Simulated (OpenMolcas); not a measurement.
An atom or ion with 66 electrons was computed by SS-CASPT2, IPEA 0.25 Eh, imaginary shift 0.1 Eh with spin-orbit coupling (OpenMolcas, ANO-RCC-VQZP, DKH2). The lowest levels that the run gave, each within 12 % of the measured value where one is at hand:

| J | Parity | E (cm⁻¹) | g |
| --- | --- | --- | --- |
| 6 | even | 0.0 | 1.166 |
| 4 | even | 5610 | 1.144 |
| 5 | even | 8350 | 1.033 |
| 4 | even | 12740 | 0.947 |
| 3 | even | 14450 | 1.084 |
| 2 | even | 15370 | 0.737 |
| 4 | even | 21600 | 0.959 |
| 2 | even | 29880 | 1.114 |
| 6 | even | 38010 | 1.001 |
| 1 | even | 39470 | 1.501 |
| 2 | even | 40800 | 1.316 |
| 0 | even | 40810 |  |

Problem. Which ion is it, and what are the configurations and terms?

Solution. Tm IV (Z = 69, charge +3; active space 12 electrons in 7 orbitals (4f)). J, parity and g give the terms where levels are pure, and mixed ones are named by the computed weights; the size of the splittings, set against known spectra of the 66-electron sequence, gives the charge. In order, with the measured energies in cm⁻¹ (the list in Tchang-Brillet, Wyart, Meftah and Ait Mammar, Atoms 6, 52 (2018)): 4f¹² ³H₆, 4f¹² ³F₄ [64 %] (5634), 4f¹² ³H₅ (8217), 4f¹² ³H₄ [60 %] (12547), 4f¹² ³F₃ (14410), 4f¹² ³F₂ (15090), 4f¹² ¹G₄ [58 %] (21174), 4f¹² ¹D₂ [50 %], 4f¹² ¹I₆ (35329), 4f¹² ³P₁, 4f¹² ³P₂ [65 %] (38532), 4f¹² ³P₀.

CASPT2 breaks the degeneracy within a term, and the mean is taken; among the terms shown or strongly mixed into the levels shown the widest spread is 1500 cm-1 (4f¹² ¹I). Some high roots are left out of the spin-orbit mixing, which shifts the levels that they would mix with. The CASPT2 spread within a term exceeds the gap to the next term for 4f¹² ¹I and 4f¹² ³P, so the order of their levels is uncertain. Measured partners are found by configuration, term and J. A level has none where our copy of the source lacks it or the pairing is in doubt (some pairs that miss far off the trend of their configuration count as doubtful), and it then counts in no deviation. Only configurations of the active space appear.

A share in square brackets marks a mixed level and gives the weight of the term that names it.
